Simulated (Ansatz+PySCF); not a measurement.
**doublet NiH: levels of theory in one basis**

```yaml
atoms:
  - { symbol: Ni, position_ang: [0.0000, 0.0000, 0.0000] }
  - { symbol: H, position_ang: [0.0000, 0.0000, 1.5340] }
```

Basis set: def2-SVP (spherical functions). Frozen core: 5 orbitals. Correlation on ROHF uses semicanonical orbitals with singles. Charge 0, multiplicity 2.

Computed with Ansatz (development build ahead of 0.2.0); each method stands on the lowest determinant of its kind that the runs found.

```csv
method,E − E(ROHF) (eV),<S²> of the determinant
ROHF,0.00,0.75
UHF,-1.41,1.70
ROHF-MP2,-10.77,–
```

(1) What does UHF-MP2 give on the same scale?

(2) Is a single determinant a sound starting point here?

Answers

(1) -9.66 eV.

(2) It is doubtful. Unrestricted orbitals lower Hartree–Fock by 1.41 eV and <S²> is 1.70 where a pure state has 0.75, a sign of strong static correlation.

Caution: another spin multiplicity may lie lower. Caution for ROHF, ROHF-MP2: an unrestricted determinant lies well below. Caution for UHF, UHF-MP2: the unrestricted determinant is a mixture of spin states.
